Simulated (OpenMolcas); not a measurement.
Yb3+ among 8 point charges of -1.5 e arranged as a hexagonal bipyramid (D6h). The axial distance is 1.09 times the equatorial one, R.

```
Program             : OpenMolcas
Method              : SS-CASPT2, IPEA 0.25 Eh, imaginary shift 0.1 Eh (closed shells correlated: 5s 5p)
Basis               : ANO-RCC-VDZP [7s6p4d2f1g]
Scalar Hamiltonian  : DKH2, point nucleus
Active space        : 13 electrons in 7 orbitals (4f)
State averaging     : 2S+1 = 2 odd, 7 roots
Spin-orbit coupling : RASSI with atomic mean-field integrals over the reference wave functions
```

All point charges move together. At R = 2.3 Å the width of the lowest J multiplet is 2017 cm-1, and at R = 2.75 Å it is 1180 cm-1.

A third run gives 1649 cm-1. What distance was it run at?

With a power law R^-n the two known points give n = -ln(1180 / 2017) / ln(2.75 / 2.3) = 3.00. Then R = 2.3 × (2017 / 1649)^(1/3.00) = 2.460 Å. The run was at 2.46 Å, so the estimate is off by 0 Å.

Point charges carry no covalency, so the field is a model and not that of real ligands. An unlabelled pair can be two single states that coincide in this model. No measured value stands beside these numbers.
